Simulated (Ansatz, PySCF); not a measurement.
Gas-phase reaction in SMILES: C[C@@H]1CC[C@H](C)C1 + 7 C (CH4) → 7 CC (C2H6) [ethane]
Each molecule is optimised on its own at B3LYP-D3(BJ)/def2-TZVP (Ansatz, an electronic-structure program), one conformer each, not searched for the lowest. Frequencies are from Ansatz or PySCF.
Geometry of the first species:
```
C
H 1 1.0922
H 1 1.0972 2 107.40
C 1 1.5311 2 113.12 3 121.08
H 4 1.0961 1 107.48 2 48.74
C 4 1.5216 5 108.44 1 124.82
H 6 1.0924 4 111.46 5 -59.34
H 6 1.0925 7 107.72 4 -122.45
H 6 1.0935 7 107.83 8 -115.98
C 1 1.5312 2 113.10 3 -121.10
H 10 1.0961 1 107.47 2 -48.43
C 10 1.5217 11 108.42 1 -124.77
H 12 1.0924 10 111.46 11 59.37
H 12 1.0925 13 107.72 10 122.45
H 12 1.0935 13 107.83 14 115.98
C 4 1.5447 5 108.24 1 -110.92
H 16 1.0909 4 111.60 5 -34.09
H 16 1.0929 17 106.63 4 119.42
C 10 1.5454 11 108.23 1 111.00
H 19 1.0909 10 111.53 11 33.20
H 19 1.0928 20 106.61 10 -119.47
```

Wanted: bond separation energy (enthalpy at 298 K, with B3LYP-D3(BJ) rigid-rotor harmonic-oscillator terms), in kcal/mol. Correlated levels leave the core frozen unless marked. No spin-orbit coupling. Non-relativistic. CBS(X,Y): correlation extrapolated as X^-3; Hartree-Fock from the larger set. [CCSD(T)-MP2]/basis is that difference in the basis named.

From measured enthalpies of formation at 298 K: 17.0 kcal/mol (C[C@@H]1CC[C@H](C)C1 -32.5, CRC Handbook; C (CH4) -17.8, ATcT 1.112; CC (C2H6) -20.0, ATcT 1.112). It holds spin-orbit effects, and any other conformers, which the calculations lack, and core correlation, which the frozen-core levels lack. This is an older compilation, not checked against later work.

| level | program | bond separation energy (kcal/mol) | error against measurement |
|---|---|---|---|
| HF/6-31G* | Ansatz | 5.4 | -11.6 |
| PBE0/def2-TZVPD | Ansatz | 9.9 | -7.1 |
| RI-MP2/aug-cc-pVTZ | Ansatz | 18.5 | 1.5 |
| RI-MP2/CBS(cc-pVTZ,cc-pVQZ) | Ansatz | 18.2 | 1.2 |
| SCS-MP2/cc-pVTZ | Ansatz | 14.5 | -2.5 |
| CCSD/cc-pwCVTZ | Ansatz | 13.2 | -3.8 |
| RI-MP2/CBS(cc-pVTZ,cc-pVQZ)+[CCSD(T)-MP2]/cc-pVTZ | Ansatz | 15.5 | -1.5 |
